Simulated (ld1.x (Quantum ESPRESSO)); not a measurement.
Li: excitation energies, all-electron against TM

ld1.x (Quantum ESPRESSO) 7.5 input, shortened:

```
&input
   title='Li', zed=3., rel=1, dft='PBE', iswitch=3,
   config='[He] 2s0.5 2p0.5 3d-2'
 /
 &inputp
   pseudotype=2, tm=.true., lloc=0,
   nlcc=.false.
 /
3
2P  2  1   0.50   0.00  4.20  4.20  0.0
3D  3  2  -2.00   0.05  4.30  4.30  0.0
2S  1  0   0.50   0.00  3.40  3.40  0.0
 &test
   configts(1)='2s0.5 2p0.5'
 /
```

Energies are relative to the spin-unpolarised reference configuration 2s0.5 2p0.5; without spin polarisation the order of configurations can differ from experiment.

| valence configuration | charge | ΔE all-electron (eV) | error AE − PS (meV) |
| --- | --- | --- | --- |
| 2s1 2p0 | 0 | -0.893 | -0.2 |
| 2s0.5 2p0 | +0.5 | 1.155 | +4.7 |
| 2s0 2p1 | 0 | 0.894 | +1.3 |
